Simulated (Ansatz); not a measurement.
Computed with Ansatz.

C$_{2}$H$_{10}$O$_{2}$SSi$_{2}$, SMILES `CO[SiH2]S[SiH2]OC`. Charge 0, multiplicity 1. Geometry: relaxed with PBE0-D4/def2-TZVP. It is one conformer, not always the lowest.

```xyz
17

C     0.586    2.265    0.020
O     0.058    1.178    0.746
Si    0.995    0.120    1.581
S    -0.195   -1.549    2.114
Si   -1.525   -1.664    0.435
O    -0.802   -1.957   -1.000
C    -0.187   -0.997   -1.827
H     0.934    3.057    0.692
H     1.420    1.957   -0.620
H    -0.207    2.670   -0.611
H     2.144   -0.268    0.717
H     1.522    0.709    2.840
H    -2.333   -0.425    0.345
H    -2.350   -2.852    0.741
H     0.850   -0.827   -1.521
H    -0.721   -0.041   -1.804
H    -0.189   -1.377   -2.850
```

(1) What is the dipole moment at B3LYP/def2-TZVPP? (Estimate.)

(2) And with PBE, r2SCAN, ωB97M-V? (An estimate is asked.)

(3) Give the Mulliken charges with B3LYP, r2SCAN, ωB97M-V in def2-TZVPP. (An estimate is asked.)

Results:

(1) The calculation gave: 3.06 D, with components (0.92, 2.40, -1.66) D in this frame, pointing from negative to positive charge.

(2) The calculation gave: PBE 2.92 D, r2SCAN 3.04 D, ωB97M-V 3.10 D.

(3) The calculation gave: 
| atom | B3LYP | r2SCAN | ωB97M-V |
| --- | --- | --- | --- |
| C1 | -0.14 | -0.01 | -0.20 |
| O2 | -0.38 | -0.38 | -0.36 |
| Si3 | 0.49 | 0.50 | 0.37 |
| S4 | -0.33 | -0.34 | -0.29 |
| Si5 | 0.51 | 0.52 | 0.38 |
| O6 | -0.36 | -0.37 | -0.35 |
| C7 | -0.12 | 0.00 | -0.20 |
| H8 | 0.11 | 0.07 | 0.13 |
| H9 | 0.10 | 0.06 | 0.12 |
| H10 | 0.11 | 0.06 | 0.13 |
| H11 | -0.08 | -0.08 | -0.03 |
| H12 | -0.07 | -0.08 | -0.03 |
| H13 | -0.07 | -0.08 | -0.02 |
| H14 | -0.07 | -0.07 | -0.02 |
| H15 | 0.10 | 0.06 | 0.11 |
| H16 | 0.10 | 0.06 | 0.12 |
| H17 | 0.11 | 0.07 | 0.13 |

B3LYP here is the variant with VWN-RPA as its local correlation; programs differ in this.
